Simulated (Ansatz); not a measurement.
```yaml
crystal:
  periodic: [false, false, false]
  atoms:
    - {symbol: Al, position_ang: [-0.827660, 1.089889, 0.936777]}
    - {symbol: O, position_ang: [-0.533271, 0.323354, 0.081758]}
    - {symbol: C, position_ang: [-0.269869, -0.608985, 0.180157]}
    - {symbol: Si, position_ang: [0.778409, -0.634772, -0.396649]}
    - {symbol: S, position_ang: [0.753280, -0.308985, -1.682070]}
    - {symbol: H, position_ang: [-0.608928, 1.004832, 2.063328]}
    - {symbol: H, position_ang: [-0.961828, 1.976383, 0.506801]}
    - {symbol: H, position_ang: [-0.211528, -0.841232, 0.815941]}
    - {symbol: H, position_ang: [-0.736681, -1.092531, -0.141222]}
    - {symbol: H, position_ang: [1.397610, -0.094175, 0.055781]}
    - {symbol: H, position_ang: [1.264641, -1.519788, -0.402638]}
    - {symbol: H, position_ang: [0.174373, 0.475290, -1.714792]}
basis:
  gaussian: {orbitals: cc-pVTZ}
total_charge: 1
magnetization: {spin_polarized: true, initial_magnetization: 1}
hamiltonian: {xc: {name: HF}}
correlation: {method: mp2}
output: {forces: true}
```

```sh
$ ansatz run in.yaml --threads 4 --pin off --events-out ev --progress --plain --max-ram 10444MiB
```

Shortened log:

```
Functional definition: HF
1449 factors; integrals over basis functions are off by at most 1.5e-3 eV
mean field evaluation 1: about -28318.0386 eV, gradient 7.5e1 eV
mean field evaluation 2: about -28318.1040 eV, gradient 7.5e1 eV
mean field evaluation 4: about -28340.0898 eV, gradient 9.6e0 eV
mean field evaluation 8: about -28340.8451 eV, gradient 2.2e-1 eV
mean field evaluation 32: about -28340.8446 eV, gradient 3.0e-1 eV
mean field -28340.84629796 eV, -1041.5068913346 hartree, gradient 4.7e-6 eV, S^2 0.760749; 2 other end points of the search recorded, 0 dependent functions left out
17 core orbitals not correlated: weight in the atoms' cores, before any rotation towards them, 0.993 or more for the frozen orbitals, at most 0.003 for the correlated occupied ones
reference -28340.84629796 eV, -1041.5068913346 hartree; 15, 14 occupied and 228, 229 virtual orbitals, 1449 factors
second order -21.59544414 eV of doubles, -0.00000000 eV of singles
Total energy: -28362.44174210 eV, -1042.3005092688 hartree
Atom 0 at    -0.827660     1.089889     0.936777 Å, force   -15.981772    23.290398    45.602653 eV/Å
Atom 1 at    -0.533271     0.323354     0.081758 Å, force    -2.237089    15.569511   -48.608727 eV/Å
Atom 2 at    -0.269869    -0.608985     0.180157 Å, force   -30.175335   -17.216742     4.616347 eV/Å
Atom 3 at     0.778409    -0.634772    -0.396649 Å, force    27.067887   -24.028055    34.046882 eV/Å
Atom 4 at     0.753280    -0.308985    -1.682070 Å, force    14.583892     0.336007   -91.212660 eV/Å
Atom 5 at    -0.608928     1.004832     2.063328 Å, force     2.727123    -2.513093    14.985117 eV/Å
Atom 6 at    -0.961828     1.976383     0.506801 Å, force    -4.950758    28.008276   -12.877928 eV/Å
Atom 7 at    -0.211528    -0.841232     0.815941 Å, force     7.180899   -19.264909    49.203420 eV/Å
Atom 8 at    -0.736681    -1.092531    -0.141222 Å, force   -20.372287   -23.949676   -15.364005 eV/Å
Atom 9 at     1.397610    -0.094175     0.055781 Å, force    24.861209    22.312040    20.989144 eV/Å
Atom 10 at     1.264641    -1.519788    -0.402638 Å, force    12.947269   -25.135414     0.931875 eV/Å
Atom 11 at     0.174373     0.475290    -1.714792 Å, force   -15.651038    22.591656    -2.312119 eV/Å
Dipole moment:    -0.544713    -0.265484     0.175009 e Å
```

Question: Something in this input is off. What?

Answer: The geometry is squeezed to about two thirds of its size. Self-consistency was reached. The result belongs to that input, not to the molecule as meant.
